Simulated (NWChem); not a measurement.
System: C₂H₂I₂; SMILES I/C=C\I

Parts of the log:

```
             Northwest Computational Chemistry Package (NWChem) 7.3.0
             --------------------------------------------------------

 C2V symmetry detected

                             Geometry "geometry" -> ""
                             -------------------------

 Output coordinates in angstroms (scale by  1.889725989 to convert to a.u.)

  No.       Tag          Charge          X              Y              Z
 ---- ---------------- ---------- -------------- -------------- --------------
    1 I                   53.0000    -1.92022600     0.00000000     0.20921718
    2 C                    6.0000    -0.66561600     0.00000000    -1.44843282
    3 C                    6.0000     0.66561600     0.00000000    -1.44843282
    4 I                   53.0000     1.92022600     0.00000000     0.20921718
    5 H                    1.0000    -1.20845400     0.00000000    -2.39791382
    6 H                    1.0000     1.20845400     0.00000000    -2.39791382

 Effective nuclear repulsion energy (a.u.)     716.4037403684

      Symmetry information
      --------------------

 Group name             C2v
 Group number             16
 Group order               4
 No. of unique centers     3

                                 NWChem DFT Module
                                 -----------------

 Summary of "ao basis" -> "ao basis" (spherical)
 ------------------------------------------------------------------------------
       Tag                 Description            Shells   Functions and Types
 ---------------- ------------------------------  ------  ---------------------
 I                          def2-svp                10       26   4s4p2d
 C                          def2-svp                 6       14   3s2p1d
 H                          def2-svp                 3        5   2s1p

      Symmetry analysis of basis
      --------------------------

        a1         32
        a2         13
        b1         32
        b2         13

            General Information
            -------------------
          SCF calculation type: DFT
          Wavefunction type:  closed shell.
          No. of atoms     :     6
          No. of electrons :    64
           Alpha electrons :    32
            Beta electrons :    32
          Charge           :     0
          Spin multiplicity:     1
          Use of symmetry is: on ; symmetry adaption is: on
          Maximum number of iterations: 150
          AO basis - number of functions:    90
                     number of shells:    38
          Convergence on energy requested:  1.00D-06
          Convergence on density requested:  1.00D-05
          Convergence on gradient requested:  5.00D-04

              XC Information
              --------------
                         PBE0 Method XC Functional
                     Hartree-Fock (Exact) Exchange  0.250
          PerdewBurkeErnzerhof Exchange Functional  0.750
            Perdew 1991 LDA Correlation Functional  1.000 local
           PerdewBurkeErnz. Correlation Functional  1.000 non-local

             Grid Information
             ----------------
          Grid used for XC integration:  medium
          Radial quadrature: Mura-Knowles
          Angular quadrature: Lebedev.
          Tag              B.-S. Rad. Rad. Pts. Rad. Cut. Ang. Pts.
          ---              ---------- --------- --------- ---------
          I                   1.40      123          11.0       590
          C                   0.70       49          10.0       434
          H                   0.35       45          11.0       434
          Grid pruning is: on
          Number of quadrature shells:   217
          Spatial weights used:  Erf1

      Superposition of Atomic Density Guess
      -------------------------------------

 Sum of atomic energies:        -770.50241883

      Non-variational initial energy
      ------------------------------

 Total energy =    -670.924056
 1-e energy   =   -1642.903244
 2-e energy   =     718.166078
 HOMO         =      -0.263022
 LUMO         =      -0.013014

      Symmetry analysis of molecular orbitals - initial
      -------------------------------------------------

  Numbering of irreducible representations:

     1 a1          2 a2          3 b1          4 b2

  Orbital symmetries:

     1 a1          2 b1          3 a1          4 b1          5 a1
     6 b1          7 a1          8 b1          9 b2         10 a2
    11 a1         12 b1         13 a1         14 b2         15 a2
    16 b1         17 a1         18 b2         19 a2         20 b1
    21 a1         22 b1         23 a1         24 b1         25 a1
    26 a1         27 b2         28 b1         29 a2         30 a1
    31 b1         32 b2         33 a1         34 a2         35 b1
    36 a1         37 b1         38 b1         39 a1         40 a1
    41 b1         42 a1

     ---------------------------------------------
      Total Density - Mulliken Population Analysis
     ---------------------------------------------

    Atom       Charge   Shell Charges
 -----------   ------   -------------------------------------------------------
    1 I   25    25.07   1.83  0.22  1.23  0.66  2.93  3.13  2.57  2.47  9.82  0.21
    2 C    6     6.07   1.99  0.95  0.28  1.77  1.04  0.03
    3 C    6     6.07   1.99  0.95  0.28  1.77  1.04  0.03
    4 I   25    25.07   1.83  0.22  1.23  0.66  2.93  3.13  2.57  2.47  9.82  0.21
    5 H    1     0.87   0.65  0.19  0.02
    6 H    1     0.87   0.65  0.19  0.02

   convergence    iter        energy       DeltaE   RMS-Dens  Diis-err
 ---------------- ----- ----------------- --------- --------- ---------
 d= 0,ls=0.0,diis     1   -672.6027959197 -9.26D+02  1.36D-02  3.22D-01
 d= 0,ls=0.0,diis     2   -672.5708981016  3.19D-02  9.41D-03  5.14D-01
 d= 0,ls=0.0,diis     3   -672.6482478700 -7.73D-02  1.79D-03  2.62D-02
 d= 0,ls=0.0,diis     4   -672.6523371957 -4.09D-03  3.41D-04  6.96D-04
 d= 0,ls=0.0,diis     5   -672.6524128955 -7.57D-05  6.62D-05  1.91D-05
  Resetting Diis
 d= 0,ls=0.0,diis     6   -672.6524159899 -3.09D-06  1.08D-05  5.01D-07
 d= 0,ls=0.0,diis     7   -672.6524160731 -8.32D-08  2.67D-06  1.47D-08

         Total DFT energy =     -672.652416073078
      One electron energy =    -1645.100786199794
           Coulomb energy =      774.562892874068
    Exchange-Corr. energy =      -55.927632431268
 Nuclear repulsion energy =      253.813109683917

 Numeric. integr. density =       63.999987881204

                  Occupations of the irreducible representations
                  ----------------------------------------------

                     irrep           alpha         beta
                     --------     --------     --------
                     a1               12.0         12.0
                     a2                4.0          4.0
                     b1               11.0         11.0
                     b2                5.0          5.0

                       DFT Final Molecular Orbital Analysis
                       ------------------------------------

 Vector   30  Occ=2.000000D+00  E=-2.927621D-01  Symmetry=a2
              MO Center=  1.1D-14, -1.1D-15,  6.9D-02, r^2= 5.5D+00
   Bfn.  Coefficient  Atom+Function         Bfn.  Coefficient  Atom+Function
  ----- ------------  ---------------      ----- ------------  ---------------
    12      0.430446  1 I  py                66     -0.430446  4 I  py
    15      0.362003  1 I  py                69     -0.362003  4 I  py
     9     -0.173185  1 I  py                63      0.173185  4 I  py
     6     -0.140560  1 I  py                60      0.140560  4 I  py
    34      0.092380  2 C  py                48     -0.092380  3 C  py

 Vector   31  Occ=2.000000D+00  E=-2.689361D-01  Symmetry=b1
              MO Center=  2.1D-15, -1.2D-16,  1.4D-01, r^2= 5.9D+00
   Bfn.  Coefficient  Atom+Function         Bfn.  Coefficient  Atom+Function
  ----- ------------  ---------------      ----- ------------  ---------------
    11      0.341291  1 I  px                65      0.341291  4 I  px
    13      0.299050  1 I  pz                67     -0.299050  4 I  pz
    14      0.292663  1 I  px                68      0.292663  4 I  px
    16      0.269612  1 I  pz                70     -0.269612  4 I  pz
    29      0.196250  2 C  s                 43     -0.196250  3 C  s

 Vector   32  Occ=2.000000D+00  E=-2.541165D-01  Symmetry=b2
              MO Center= -2.4D-14, -5.9D-16, -2.2D-01, r^2= 5.2D+00
   Bfn.  Coefficient  Atom+Function         Bfn.  Coefficient  Atom+Function
  ----- ------------  ---------------      ----- ------------  ---------------
    12      0.379512  1 I  py                66      0.379512  4 I  py
    15      0.362315  1 I  py                69      0.362315  4 I  py
    31     -0.246433  2 C  py                45     -0.246433  3 C  py
    34     -0.178083  2 C  py                48     -0.178083  3 C  py
     9     -0.152775  1 I  py                63     -0.152775  4 I  py

 Vector   33  Occ=0.000000D+00  E=-4.500943D-02  Symmetry=a1
              MO Center=  1.2D-13, -9.3D-17, -1.2D-01, r^2= 5.8D+00
   Bfn.  Coefficient  Atom+Function         Bfn.  Coefficient  Atom+Function
  ----- ------------  ---------------      ----- ------------  ---------------
    16      0.540741  1 I  pz                70      0.540741  4 I  pz
    29      0.523682  2 C  s                 43      0.523682  3 C  s
    14     -0.379232  1 I  px                68      0.379232  4 I  px
     4     -0.337994  1 I  s                 58     -0.337994  4 I  s
    35      0.285574  2 C  pz                49      0.285574  3 C  pz

 Vector   34  Occ=0.000000D+00  E=-2.344427D-02  Symmetry=a2
              MO Center=  1.4D-14, -9.2D-16, -1.2D+00, r^2= 3.0D+00
   Bfn.  Coefficient  Atom+Function         Bfn.  Coefficient  Atom+Function
  ----- ------------  ---------------      ----- ------------  ---------------
    34      0.632333  2 C  py                48     -0.632333  3 C  py
    31      0.421838  2 C  py                45     -0.421838  3 C  py
    15     -0.211085  1 I  py                69      0.211085  4 I  py
    12     -0.126505  1 I  py                66      0.126505  4 I  py
    23     -0.079614  1 I  d -1              77      0.079614  4 I  d -1

 Vector   35  Occ=0.000000D+00  E= 1.165127D-03  Symmetry=b1
              MO Center= -9.8D-14,  4.1D-16, -3.7D-01, r^2= 6.5D+00
   Bfn.  Coefficient  Atom+Function         Bfn.  Coefficient  Atom+Function
  ----- ------------  ---------------      ----- ------------  ---------------
    29      0.991134  2 C  s                 43     -0.991134  3 C  s
    16      0.538230  1 I  pz                70     -0.538230  4 I  pz
    14     -0.459398  1 I  px                68     -0.459398  4 I  px
     4     -0.405212  1 I  s                 58      0.405212  4 I  s
    82     -0.401510  5 H  s                 87      0.401510  6 H  s

     ---------------------------------------------
      Total Density - Mulliken Population Analysis
     ---------------------------------------------

    Atom       Charge   Shell Charges
 -----------   ------   -------------------------------------------------------
    1 I   25    24.92   1.83  0.22  1.33  0.58  2.94  3.12  2.61  2.25  9.80  0.25
    2 C    6     6.19   1.99  0.92  0.26  1.99  0.99  0.03
    3 C    6     6.19   1.99  0.92  0.26  1.99  0.99  0.03
    4 I   25    24.92   1.83  0.22  1.33  0.58  2.94  3.12  2.61  2.25  9.80  0.25
    5 H    1     0.89   0.72  0.14  0.02
    6 H    1     0.89   0.72  0.14  0.02

     -------------------------------------------
      Total Density - Lowdin Population Analysis
     -------------------------------------------

    Atom       Charge   Shell Charges
 -----------   ------   -------------------------------------------------------
    1 I   25    24.83   1.25  0.73  1.05  0.80  2.77  3.18  2.50  2.48  9.48  0.58
    2 C    6     6.21   1.97  0.64  0.35  1.82  1.35  0.08
    3 C    6     6.21   1.97  0.64  0.35  1.82  1.35  0.08
    4 I   25    24.83   1.25  0.73  1.05  0.80  2.77  3.18  2.50  2.48  9.48  0.58
    5 H    1     0.95   0.62  0.25  0.07
    6 H    1     0.95   0.62  0.25  0.07

     Multipole analysis of the density
     ---------------------------------

     L   x y z        total         alpha         beta         nuclear
     -   - - -        -----         -----         ----         -------
     0   0 0 0     -0.000000    -32.000000    -32.000000     64.000000

     1   1 0 0      0.000000      0.000000      0.000000      0.000000
     1   0 1 0     -0.000000     -0.000000     -0.000000      0.000000
     1   0 0 1     -0.421423     10.859457     10.859457    -22.140336

     2   2 0 0    -47.526206   -367.657761   -367.657761    687.789317
     2   1 1 0     -0.000000     -0.000000     -0.000000      0.000000
     2   1 0 1      0.000000      0.000000      0.000000      0.000000
     2   0 2 0    -50.394561    -25.197280    -25.197280      0.000000
     2   0 1 1     -0.000000     -0.000000     -0.000000      0.000000
     2   0 0 2    -43.396008    -91.091041    -91.091041    138.786073
```

Level: PBE0/def2-SVP with def2 effective core potentials on I. All runs use the structure optimised with PBE0/def2-SVP. def2 effective core potentials on I; no spin-orbit coupling.

Question: Which NWChem input produces such a log?

Answer: This is not unique; one that fits is the input that was run:
```
start job
memory heap 200 mb stack 900 mb global 1100 mb
geometry units angstroms noautoz
  I     -1.920226     0.000000     0.190521
  C     -0.665616     0.000000    -1.467129
  C      0.665616     0.000000    -1.467129
  I      1.920226     0.000000     0.190521
  H     -1.208454     0.000000    -2.416610
  H      1.208454     0.000000    -2.416610
end
basis spherical
  I library def2-svp
  C library def2-svp
  H library def2-svp
end
ecp
  I library def2-ecp
end
dft
  xc pbe0
  iterations 150
  mulliken
end
task dft energy
```
